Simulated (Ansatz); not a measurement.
The cluster Ta2O4⁺ (the lowest doublet isomer of a short search). Charge 1, multiplicity 2. Geometry r2SCAN-D4/def2-SVP, basis def2-TZVP, Ansatz.

```csv
atom,x (Å),y (Å),z (Å)
Ta1,0.7009,1.1130,0.5640
Ta2,-0.6902,-0.4795,-1.1590
O3,1.1545,0.1112,-1.0353
O4,-0.8870,-1.9009,-0.2319
O5,0.8563,0.0952,1.9273
O6,-1.1345,1.0609,-0.0651
```

```csv
run,HOMO (eV),LUMO (eV)
A,-10.49,-8.95
B,-9.96,-9.25
C,-10.86,-8.60
D,-10.18,-9.18
E,-9.88,-9.12
```

In the def2 sets Ta takes a core potential; there is no spin–orbit coupling. HSE06 is defined as in plane-wave codes, on full-range PBE exchange. The structure comes from a short search, and lower isomers may exist.

HOMO and LUMO are taken over both spins.

Problem. The runs used HSE06, PBE, PBE0, r2SCAN, revPBE. Estimate which is which.

Solution. A HSE06 (range-separated); B PBE (0 % exact exchange); C PBE0 (25 % exact exchange); D r2SCAN (0 % exact exchange); E revPBE (0 % exact exchange). Exact exchange lowers occupied and raises empty levels; among semilocal functionals meta-GGAs tend to open the gap a little, and such runs are hard to tell apart. The gap grows from 0.72 eV (PBE) to 2.26 eV (PBE0).
